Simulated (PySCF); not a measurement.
Start geometry of `FC(F)(F)[C@H]1[C]=CC1` [radical] from GFN2-xTB (Å):
```
atom  x, y, z in Å
F1    -2.2313   -0.6516   -0.4767
C2    -1.4838    0.0264    0.4160
F3    -2.2649    0.9987    0.9020
F4    -1.2450   -0.8224    1.4237
C5    -0.2209    0.5645   -0.2173
C6     0.8390    1.0461    0.7411
C7     1.7582    0.1444    0.4559
C8     0.8452   -0.5090   -0.5714
H9    -0.4966    1.2540   -1.0150
H10    2.7530   -0.0815    0.7748
H11    1.2040   -0.4459   -1.5968
H12    0.5444   -1.5244   -0.3182
```

What comes out of this run: PBE0-D3(BJ)/def2-SVP geometry optimisation, gas phase in PySCF?

```
atom  x, y, z in Å
F1    -2.135   -0.518   -0.872
C2    -1.546    0.018    0.204
F3    -2.351    0.975    0.669
F4    -1.468   -0.936    1.133
C5    -0.191    0.573   -0.156
C6     0.736    0.941    0.971
C7     1.710    0.076    0.702
C8     0.921   -0.472   -0.478
H9    -0.333    1.346   -0.926
H10    2.687   -0.171    1.119
H11    1.385   -0.321   -1.465
H12    0.589   -1.517   -0.371
```

The energy falls by 0.044 eV over 8 energy and gradient evaluations, the largest force component goes from 0.0152 to 4.0e-04 Eh/bohr, and the atoms move by 0.038 Å rms after alignment. The bond that changes most is C7–H10 (ends: carbon bonded to 2 C and H; hydrogen on carbon), which lengthens by 0.021 Å. Bonds longer at the end by more than 0.005 Å: 6 of 12; shorter: 1. Rotational constants go from 4046, 1650, 1530 to 4050, 1638, 1517 MHz. The orientation of the end geometry is arbitrary; only internal coordinates are fixed.

The run used 132 basis functions and 65 SCF cycles in all.

Not checked by PBE0-D3(BJ)/def2-SVP frequencies. ⟨S²⟩ = 0.763 (exact for a doublet: 0.75).
